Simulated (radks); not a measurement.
Values are calculated unless marked as measured or tabulated.
Species: Ru17+. Configuration: [Ne] 3s2 3p5 3d9 4d1 (not the ground configuration).

Level of theory: scalar-relativistic Kohn-Sham, TASK exchange with Perdew-Wang LDA correlation, spin-polarised, spherical densities, finite nucleus; open shells are filled with parallel spins first (spin-orbit coupling, left out, can overturn this in heavy ions); meta-GGA in the generalised Kohn-Sham scheme; Fermi nuclear charge, rms radius 4.4809 fm (a radial shooting solver on a logarithmic mesh with Libxc functionals).

Energy parts (eV):
| part | energy |
|---|---|
| total | -119459.551 |
| kinetic | 123622.719 |
| electron-nucleus | -274978.273 |
| Hartree | 35053.079 |
| exchange-correlation | -3157.077 |

Orbitals (lengths in bohr, moments of r in powers of bohr; <r^-3> diverges for s and p1/2):
1s up: occ. 1; eigenvalue (eV) -22491.28; <r^2> 0.001513; <1/r> 45.84; <r> 0.03347
1s down: occ. 1; eigenvalue (eV) -22489.29; <r^2> 0.001512; <1/r> 45.85; <r> 0.03346
2s up: occ. 1; eigenvalue (eV) -3667.693; <r^2> 0.02498; <1/r> 10.39; <r> 0.1456
2s down: occ. 1; eigenvalue (eV) -3663.029; <r^2> 0.02495; <1/r> 10.40; <r> 0.1455
2p up: occ. 3; eigenvalue (eV) -3337.309; <r^-3> 3011; <r^2> 0.01964; <1/r> 10.07; <r> 0.1268
2p down: occ. 3; eigenvalue (eV) -3332.625; <r^-3> 3013; <r^2> 0.01961; <1/r> 10.07; <r> 0.1267
3s up: occ. 1; eigenvalue (eV) -1016.711; <r^2> 0.1752; <1/r> 3.714; <r> 0.3918
3s down: occ. 1; eigenvalue (eV) -1010.632; <r^2> 0.1756; <1/r> 3.706; <r> 0.3923
3p up: occ. 3; eigenvalue (eV) -906.6930; <r^-3> 560.5; <r^2> 0.1747; <1/r> 3.555; <r> 0.3885
3p down: occ. 2; eigenvalue (eV) -899.9522; <r^-3> 557.5; <r^2> 0.1751; <1/r> 3.548; <r> 0.3890
3d up: occ. 5; eigenvalue (eV) -732.6546; <r^-3> 77.15; <r^2> 0.1542; <1/r> 3.348; <r> 0.3615
3d down: occ. 4; eigenvalue (eV) -724.6756; <r^-3> 77.06; <r^2> 0.1544; <1/r> 3.345; <r> 0.3618
4d up: occ. 1; eigenvalue (eV) -332.2447; <r^-3> 19.70; <r^2> 0.9372; <1/r> 1.466; <r> 0.9068

The highest occupied level is 4d up at -332.24 eV. The electron density at the nucleus is 1.124e+05 e/bohr^3 (large components only). Spin moment in Bohr magnetons: 3. The spin density at the nucleus is -10.61 e/bohr^3 (1s -10.99, 2s -5.47, 3s 5.85).

Empty levels of this run are not shown, since the potential may be unsettled where no density lies.
